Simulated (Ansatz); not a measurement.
Mulliken charges of CH4ClOSi, SMILES `CO[SiH]Cl` radical from r2SCAN/def2-TZVPP in Ansatz (PBE0-D4/def2-TZVP geometry).

```
atom   x (Å)   y (Å)   z (Å)  charge (e)
  C1  -0.499   0.301   1.044       0.008
  O2  -0.154   0.651  -0.280      -0.351
 Si3   0.173  -0.375  -1.505       0.450
 Cl4   1.587  -1.769  -0.926      -0.254
  H5  -1.466  -0.211   1.077       0.064
  H6   0.261  -0.345   1.492       0.070
  H7  -0.570   1.222   1.624       0.069
  H8   0.760   0.468  -2.582      -0.058
```

By hand: the dipole of these point charges (1 e Å = 4.8032 D).

Σ q r = (-0.434, 0.074, 0.100) e Å, of length 0.451 e Å = 2.17 D.

How does the dipole of the full density compare? (Estimate.)

The calculation gave: (-0.221, 0.087, 0.198) e Å, 1.49 D; the point charges give 1.46 times that, at 29° from its direction.

Point charges leave out the atoms' own dipoles, such as those of lone pairs, and Mulliken's split depends on the basis, so the two needn't agree.
